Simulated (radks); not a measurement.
Results of a calculation; reference values are marked as such.
Question: All-electron atom: Nd4+ in [Kr] 4d10 4f2 5p6 6s2 (not the ground configuration). Code: a radial shooting solver on a logarithmic mesh with Libxc functionals. Model: Dirac Kohn-Sham, XLYP, spin-unpolarised, spherical densities, finite nucleus; open shells are shared between the two j in proportion to 2j + 1; Fermi nuclear charge, rms radius 4.9123 fm. Some entries of the table are withheld. Estimate them.

orbital      occ.  eigenvalue (eV)  <r^2> (bohr^2)
1s1/2           2        -43432.26       0.0007598
2s1/2           2        -7078.097         0.01197
2p1/2           2        -6700.355             (1)
2p3/2           4        -6180.109             (2)
3s1/2           2        -1589.256         0.08097
3p1/2           2              (3)         0.07598
3p3/2           4              (4)         0.08334
3d3/2           4        -1042.746         0.06761
3d5/2           6        -1020.316         0.06969
4s1/2           2        -368.6409          0.4121
4p1/2           2        -307.5240          0.4366
4p3/2           4        -284.6266          0.4756
4d3/2           4        -183.8449          0.5507
4d5/2           6        -179.7287          0.5655
5s1/2           0         -93.4601             (5)
5p1/2           2         -74.8516             (6)
5p3/2           4         -70.6554             (7)
4f5/2    0.857143         -63.1838          0.9122
4f7/2     1.14286         -62.6402          0.9245
5d3/2           0         -43.6642           4.100
5d5/2           0         -43.0884           4.194
6s1/2           2         -34.6438           8.996

Answer: 
(1) 2p1/2 <r^2> (bohr^2): 0.008750
(2) 2p3/2 <r^2> (bohr^2): 0.01000
(3) 3p1/2 eigenvalue (eV): -1427.871
(4) 3p3/2 eigenvalue (eV): -1324.055
(5) 5s1/2 <r^2> (bohr^2): 2.074
(6) 5p1/2 <r^2> (bohr^2): 2.455
(7) 5p3/2 <r^2> (bohr^2): 2.661
